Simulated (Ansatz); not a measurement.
Cost and result for the atomization energy of `CC[SiH](O)F` (12 atoms, 11 bonds).

Cartesian coordinates in Å:
```
C -0.051 -1.325 -0.824
C -0.749 -0.044 -0.372
Si 0.400 1.190 0.407
O 1.149 0.617 1.743
F -0.469 2.481 0.786
H -0.753 -2.020 -1.291
H 0.418 -1.843 0.016
H 0.736 -1.116 -1.553
H -1.550 -0.271 0.342
H -1.240 0.447 -1.219
H 1.492 1.624 -0.491
H 0.618 0.261 2.456
```

Total charge 0; spin multiplicity 1. The structure was optimised at the PBE0-D4/def2-TZVP level. It is one conformer, not always the lowest. Program: Ansatz. All runs use 4 threads of an Arm Neoverse V1 on a shared host. Times are those of one run each, without the atoms' runs, and a repeat can differ threefold. Electronic energies, without spin–orbit coupling; frozen cores. CCSD(T)/CBS adds CCSD(T) − MP2 in def2-TZVPP to the MP2 limit, and its time is that of the two runs behind it. T1 = 0.011. B3LYP takes the VWN-RPA correlation (the form of Gaussian; ORCA's B3LYP/G). HSE06 is the plane-wave form, built on full-range PBE exchange.

CCSD(T)/CBS is a level of theory with its own doubt, some kJ/mol a heavy atom from the limit and from the frozen cores, so smaller differences don't rank the functionals.

```json
{"level": "BLYP-D4/def2-TZVPP", "functions": "264", "wall time": "2.2 s"}
{"level": "PBE0-D4/def2-TZVPP", "functions": "264", "wall time": "3.1 s"}
{"level": "HSE06-D4/def2-TZVPP", "functions": "264", "wall time": "3.4 s"}
{"level": "CAM-B3LYP-D4/def2-TZVPP", "functions": "264", "wall time": "3.4 s"}
{"level": "B3LYP-D4/def2-TZVPP (with forces)", "functions": "264", "wall time": "4.6 s"}
{"level": "r2SCAN-D4/def2-TZVPP (with forces)", "functions": "264", "wall time": "4.9 s"}
{"level": "B2PLYP/def2-TZVPP", "functions": "264", "wall time": "5.5 s"}
{"level": "PBE-QIDH/def2-TZVPP", "functions": "264", "wall time": "5.5 s"}
{"level": "CCSD(T)/def2-SVP", "functions": "109", "wall time": "6 s"}
{"level": "ωB97M-V/def2-TZVPP (with forces)", "functions": "264", "wall time": "12 s"}
{"level": "MP2/def2-QZVPP", "functions": "508", "wall time": "27 s"}
{"level": "CCSD(T)/def2-TZVPP", "functions": "264", "wall time": "3.8 min"}
{"level": "CCSD(T)/CBS(def2)", "functions": "–", "wall time": "4.2 min"}
```

**Question.** What atomization energy does each give, and how far from CCSD(T)/CBS? (Estimate.)

**Answer.** The calculation gave: 
```
                             level  atomization (kcal/mol)  difference from CCSD(T)/CBS  per bond
                BLYP-D4/def2-TZVPP                  1116.7                        -10.6      -1.0
                PBE0-D4/def2-TZVPP                  1118.6                         -8.7      -0.8
               HSE06-D4/def2-TZVPP                  1119.3                         -8.0      -0.7
           CAM-B3LYP-D4/def2-TZVPP                  1128.7                          1.4       0.1
 B3LYP-D4/def2-TZVPP (with forces)                  1120.7                         -6.6      -0.6
r2SCAN-D4/def2-TZVPP (with forces)                  1124.7                         -2.6      -0.2
                 B2PLYP/def2-TZVPP                  1112.6                        -14.7      -1.3
               PBE-QIDH/def2-TZVPP                  1115.7                        -11.6      -1.1
                  CCSD(T)/def2-SVP                  1058.0                        -69.3      -6.3
  ωB97M-V/def2-TZVPP (with forces)                  1126.4                         -0.9      -0.1
                    MP2/def2-QZVPP                  1134.5                          7.2       0.7
                CCSD(T)/def2-TZVPP                  1099.1                        -28.2      -2.6
                 CCSD(T)/CBS(def2)                  1127.3                          0.0       0.0
```

Leaving LDA and LC-ωPBE aside and taking each functional with its dispersion term where it has one, the values, not all of them listed here, spread over 41.2 kcal/mol, from BHLYP-D4 to PBE-D4. LDA lies +141.2 kcal/mol from PBE without D4, its usual overbinding. At CCSD(T), def2-SVP lies −69.4 kcal/mol from the extrapolated value and def2-TZVPP −28.2 kcal/mol: correlation converges slowly with the basis, and small sets miss more of it in the bonded molecule than in its fragments. In def2-TZVPP, CCSD(T) changes the Hartree–Fock value by +255.8 kcal/mol (the triples alone add +13.2 kcal/mol) and MP2 by +274.3 kcal/mol; breaking electron pairs costs correlation energy, which Hartree–Fock lacks.
